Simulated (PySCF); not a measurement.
Excited states of Ar (argon, neutral)

Ground state [Ar], ¹S. Calculation: PySCF 2.14, in aug-cc-pVTZ-DK with one added diffuse shell each of s, p, d, f type (7s6p4d3f, 66 functions); scalar relativity by spin-free X2C-1e. Vertical excitation energies in eV without spin-orbit coupling; excited terms of each kind are numbered among those the solver found. Frozen: [Ne].

```csv
term,leading excitation,EOM-EE-CCSD
1 3P°,3p → s,11.452
1 1P°,3p → s,11.653
1 3S,3p → p,12.760
1 3D,3p → p,12.987
1 1D,3p → p,13.043
1 1P,3p → p,13.107
1 3P,3p → p,13.107
1 1S,3p → p,13.310
2 3P°,3p → d,14.500
1 3F°,3p → d,14.805
2 3S,3p → p,14.995
1 1F°,3p → d,15.089
1 1D°,3p → d,15.186
2 1D,3p → p,15.325
```

The solver can miss terms. Rydberg members are limited by the diffuse functions of the basis.
